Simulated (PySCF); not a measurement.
Ge(H)(OH)(NH2)2 (GeH6N2O), SMILES [NH2][GeH]([OH])[NH2].

Geometry optimised at B3LYP-D3(BJ)/def2-SVP. This is a generated structure with no PubChem entry under its InChIKey; it may be hypothetical. The values are those of a single conformer.

Two levels are set side by side: TDDFT-PBE/def2-SVPD (PySCF) and TDDFT-B3LYP/def2-SVPD (PySCF). Vertical, same geometry. The lowest singlet is HOMO→LUMO 96 % with PBE and HOMO→LUMO 89 % with the other functional; states are paired by order. Differences are taken from unrounded values.

```csv
quantity,TDDFT-B3LYP,TDDFT-PBE,TDDFT-PBE minus TDDFT-B3LYP
lowest singlet excitation (eV),6.23,5.58,-0.65
lowest triplet excitation (TDA) (eV),5.89,5.36,-0.53
first bright state (f over 0.05) (eV),6.37,5.76,-0.62
its oscillator strength,0.05,0.05,0.00
```

Functionals without exact exchange tend to place singlet excitations lower, as here. Differences between two approximate levels are no errors against the true value.

Rough cost on one machine, each run with all the roots and properties that it gave: TDDFT-B3LYP against TDDFT-PBE about 3 times.
